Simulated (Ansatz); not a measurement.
Consider the ligand exchange at the Si–N bond: `N[SiH](N)Cl` + H₂S → `N[SiH](S)Cl` + NH₃.

Program: Ansatz. Geometries: PBE0-D4/def2-TZVP. ΔE: electronic, gas phase. CCSD(T)/CBS is the MP2 limit (def2-TZVPP, def2-QZVPP) plus CCSD(T) − MP2 in def2-TZVPP, frozen cores. This one scheme is used for every species. Functionals use def2-TZVPP. B3LYP here is the variant with VWN-RPA as its local correlation; programs differ in this. HSE06 is defined as in plane-wave codes. One conformer a species, not always the lowest.

| level | ΔE (kJ/mol) | difference from CCSD(T)/CBS |
| --- | --- | --- |
| PBE-D4 | -5.2 | -9.3 |
| B3LYP-D4 | 5.0 | 0.9 |
| r2SCAN0-D4 | 3.6 | -0.5 |
| HSE06-D4 | -2.0 | -6.1 |
| BHLYP-D4 | 8.5 | 4.4 |
| CAM-B3LYP-D4 | 11.2 | 7.1 |
| B2PLYP | 7.1 | 3.0 |
| revPBE | -5.3 | -9.4 |
| PBE0 | -0.2 | -4.3 |
| CAM-B3LYP | 13.1 | 9.0 |
| RPA@PBE/def2-TZVPP | 8.4 | 4.3 |
| HF/def2-SVP | 15.8 | 11.7 |
| HF/def2-TZVPP | 17.3 | 13.2 |
| MP2/def2-TZVPP | 3.6 | -0.5 |
| CCSD/def2-TZVPP | 9.8 | 5.7 |
| MP2/CBS(def2) | 0.8 | -3.3 |
| CCSD(T)/CBS | 4.1 | 0 |

Largest T1 diagnostic among the species: 0.010.

Leaving LDA and LC-ωPBE aside and taking each functional with its dispersion term where it has one, the values, not all of them listed here, spread over 17.0 kJ/mol, from revPBE-D4 to CAM-B3LYP-D4. LDA lies +6.9 kJ/mol from PBE without D4. At CCSD(T), def2-SVP lies +3.3 kJ/mol from the extrapolated value and def2-TZVPP +2.8 kJ/mol. From BLYP to BHLYP (50 % exact exchange), in def2-TZVPP and without D4, ΔE moves by +6.9 kJ/mol.
